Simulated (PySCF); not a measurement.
Worked example: entropy of an ideal gas

MgF₂, SMILES [F][Mg][F].

The structure is a stationary point at PBE-D3(BJ)/def2-TZVP. The isomer is the one that the SMILES or the coordinates give; other isomers of the formula were not compared.

PBE-D3(BJ)/def2-TZVP in PySCF gives the harmonic wavenumbers 156, 156, 542, 846 cm⁻¹ and the rotational temperature 0.2051 K. The molar mass is 62.30 g/mol, the symmetry number 2, the spin multiplicity 1.

Task: Work out the entropy at 298.15 K and 1 atm in the rigid-rotor, harmonic-oscillator model.

Result: 
Translation (Sackur–Tetrode at 1 atm): S = R[1.5 ln M + 2.5 ln T − 1.16487] = 160.3 J/(mol K).
Rotation: q = T/(σ θ) = 727, S = R[ln q + 1] = 63.1 J/(mol K).
Vibration: with u = 1.4388 ν/T, each mode gives R[u/(e^u − 1) − ln(1 − e^−u)]:
| ν (cm⁻¹) | modes | u | S (J/(mol K)) |
|---|---|---|---|
| 156 | 2 | 0.75 | 21.74 |
| 542 | 1 | 2.62 | 2.35 |
| 846 | 1 | 4.08 | 0.72 |
These are all the modes. Sum 24.8 J/(mol K).
Spin: R ln 1 = 0.0 J/(mol K).
Total 248.2 J/(mol K); the program's own thermochemistry gives 248.2. Translation makes up 65 % and vibration 10 %. Anharmonicity, hindered rotation and orbital degeneracy are left out.
